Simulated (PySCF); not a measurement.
Spin–orbit doublets of 2p levels

Species: trans-Si(PH3)2F4.
Geometry (PBE0-D3(BJ)/def2-SVP, Å), atoms numbered from 1 in this order:
```xyz
13
F4H6P2Si angstrom
Si     0.0120   -0.0202    0.0019
P      0.0096   -0.0245    2.4127
H      0.3844    1.1685    3.0746
H      0.8706   -0.9507    3.0453
H     -1.2068   -0.3100    3.0768
P     -0.0030    0.0174   -2.4094
H      1.1884    0.3610   -3.0908
H     -0.9025    0.9427   -2.9878
H     -0.3655   -1.1598   -3.1062
F      1.6743   -0.0205    0.0336
F     -1.6515   -0.0179   -0.0348
F      0.0125    1.6440   -0.0197
F      0.0081   -1.6820    0.0260
```

The calculation used delta-SCF UKS SCAN, pcX-2 on the ionised atom, pcseg-1 elsewhere, spin-free X2C in PySCF 2.14.0. These are vertical core ionisation energies against the vacuum level, from separate self-consistent calculations with and without the core hole. Spin–orbit coupling isn't in the SCF: each 2p doublet comes from a relaxed spin-free hole plus a matrix of the shell (mean-field spin–orbit coupling and the ground-state 2p splitting), with 2p3/2 averaged over its two sublevels. The splitting includes the ligand field, and 2p3/2 is the mean of two sublevels.

Question: Give the 2p3/2 and 2p1/2 binding energies and the splitting.

Answer: 
| atom | environment | 2p3/2 (eV) | 2p1/2 (eV) | splitting (eV) | mean of the shell (eV) |
| --- | --- | --- | --- | --- | --- |
| Si1 | silicon bonded to 4 F and 2 P | 108.40 | 109.03 | 0.63 | 108.61 |
| P2/P6 | phosphorus bonded to Si and 3 H | 138.18 | 139.08 | 0.90 | 138.48 |

Question: What are the 1s binding energies of the same atoms?

Answer: Si1 1848.99 eV; P2/P6 2151.75 eV.

Question: Which Kα1 and Kα2 emission energies and wavelengths follow?

Answer: The photon carries the difference of the 1s-hole and 2p-hole states, both at the ground state's geometry; λ = 12398.42 eV Å/E.

| atom | Kα1 (eV) | Kα2 (eV) | λ(Kα1) (Å) | λ(Kα2) (Å) |
| --- | --- | --- | --- | --- |
| Si1 | 1740.59 | 1739.96 | 7.1231 | 7.1257 |
| P2/P6 | 2013.57 | 2012.67 | 6.1574 | 6.1602 |

2p1/2 minus 2p3/2 by element: Si (Z = 14) 0.63 eV, P (Z = 15) 0.89 eV.

Question: And the 1s levels of the other atoms?

Answer: F10/F11/F12/F13 (fluorine bonded to Si) 690.76 eV.

One atom of each set of topologically equivalent atoms was ionised and stands for the set; in this conformer not all members are related by symmetry, and their own values weren't computed. Isolated species at its PBE0-D3(BJ)/def2-SVP geometry, gas phase.
